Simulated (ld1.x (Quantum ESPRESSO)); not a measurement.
## phosphorus (P) RRKJ: all-electron and pseudo phase curves

| Item | Value |
| --- | --- |
| Element | P (Z = 15) |
| Generator | ld1.x (Quantum ESPRESSO) 7.5 |
| Type | norm-conserving RRKJ (Kleinman–Bylander form) |
| Functional | PBE |
| Relativity | non-relativistic |
| Frozen core | [Ne] |
| Valence charge | 5 |
| Reference configuration | 3s1.5 3p3.5 |
| Partial waves | 3p (bound): rc 1.35 bohr; 3d channel at -0.15 Ry: rc 1.35 bohr; 3s (bound): rc 1.10 bohr |
| Local potential | the s channel |
| Core correction | Bessel-smoothed model core inside 1.05 bohr |
| rho0 | 0.02 |

The phase is arctan(r·u′/u) with u = r·R(r), unwrapped; energies in Ry, scanned from -3 to 5 Ry. A pole is an energy at which the radial function vanishes at the test radius. The pseudo phase is shifted by a multiple of π to meet the all-electron one at the reference energy, and phase errors are pseudo minus all-electron; the curves can meet again beyond the range given. Levels narrower than the energy grid can be missing from the lists of poles.

```
channel  radius (bohr)  reference energy (Ry)  poles, all-electron  poles, pseudo  unbroken range about the reference energy with phases within 0.05 rad  phase error 1 Ry above the reference energy (rad)
      s           1.51                  -1.05                 none           3.10                                                              below 0.8                                             -0.022
      p           1.51                  -0.43                 none           4.47                                                              below 1.0                                             -0.026
      d           1.51                  -0.15                 none           none                                                        the whole range                                             +0.001
```

Phases in the s channel:

```json
{"E (Ry)": "-3.00", "all-electron": "0.964", "pseudo": "0.953"}
{"E (Ry)": "-2.52", "all-electron": "0.864", "pseudo": "0.854"}
{"E (Ry)": "-2.04", "all-electron": "0.721", "pseudo": "0.714"}
{"E (Ry)": "-1.56", "all-electron": "0.512", "pseudo": "0.509"}
{"E (Ry)": "-1.08", "all-electron": "0.212", "pseudo": "0.212"}
{"E (Ry)": "-0.60", "all-electron": "-0.168", "pseudo": "-0.172"}
{"E (Ry)": "-0.12", "all-electron": "-0.539", "pseudo": "-0.558"}
{"E (Ry)": "0.36", "all-electron": "-0.826", "pseudo": "-0.862"}
{"E (Ry)": "0.84", "all-electron": "-1.024", "pseudo": "-1.075"}
{"E (Ry)": "1.32", "all-electron": "-1.161", "pseudo": "-1.225"}
{"E (Ry)": "1.80", "all-electron": "-1.257", "pseudo": "-1.337"}
{"E (Ry)": "2.28", "all-electron": "-1.328", "pseudo": "-1.429"}
{"E (Ry)": "2.76", "all-electron": "-1.383", "pseudo": "-1.511"}
{"E (Ry)": "3.24", "all-electron": "-1.427", "pseudo": "-1.597"}
{"E (Ry)": "3.72", "all-electron": "-1.462", "pseudo": "-1.706"}
{"E (Ry)": "4.20", "all-electron": "-1.492", "pseudo": "-1.886"}
{"E (Ry)": "4.68", "all-electron": "-1.518", "pseudo": "-2.328"}
```
